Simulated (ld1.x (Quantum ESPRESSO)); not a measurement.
# Building the TM potential for aluminium (Al) (LDA (PZ), scalar-relativistic).

```json
{"Element": "aluminium", "Generator": "ld1.x (Quantum ESPRESSO) 7.5", "Type": "norm-conserving Troullier–Martins (Kleinman–Bylander form)", "Functional": "LDA (PZ)", "Relativity": "scalar-relativistic", "Frozen core": "[Ne]", "Valence charge": "3", "Reference configuration": "3s2 3p1", "Partial waves": "3s (bound): rc 1.45 bohr; 3p (bound): rc 1.95 bohr; 3d channel at -0.1 Ry: rc 1.45 bohr", "Local potential": "all-electron potential smoothed inside 1.20 bohr (lloc = -1)", "Core correction": "none"}
```

* Cutoffs needed: 30 Ry and 70 Ry (the cutoffs (Ry, on a coarse ladder) from which the occupation-weighted sum of valence levels, in a spherical-Bessel basis at the reference potential, stays within 10 and 1 mRy of its value at 400 Ry)
* Ghost test: no extra level below or beside the all-electron valence levels (s, p, d, f tested) (spherical-Bessel basis up to 400 Ry, 20 bohr box)
* Largest excitation error: +134 meV (all-electron minus pseudo) for 3s1 3p0, out of 7 test configurations
